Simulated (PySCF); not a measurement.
All values below come from PySCF 2.14.0 with B3LYP-D3(BJ)/def2-TZVP. Gas-phase values, no solvent. One relaxed conformer stands for a flexible species; it need not be the lowest. B3LYP has the VWN-RPA correlation part, as in Gaussian. 

Reference species (SMILES): `[CH3][In]([CH3])[CH3]` (neutral, multiplicity 1).

```json
{
 "S1 oscillator strength": "0.000",
 "HOMO–LUMO gap": "5.57 eV"
}
```

Changed species: `[OH][In]([CH3])[CH3]` (C–In–O–H torsion 0°) (1 of 3 CH3 replaced by OH; the reference has 0 of 3 CH3 replaced by OH).

**Question.** Give the shifts of the S1 oscillator strength and HOMO–LUMO gap.

**Answer.** the S1 oscillator strength stays essentially unchanged; the HOMO–LUMO gap rises by 0.59 eV, to 6.16 eV.
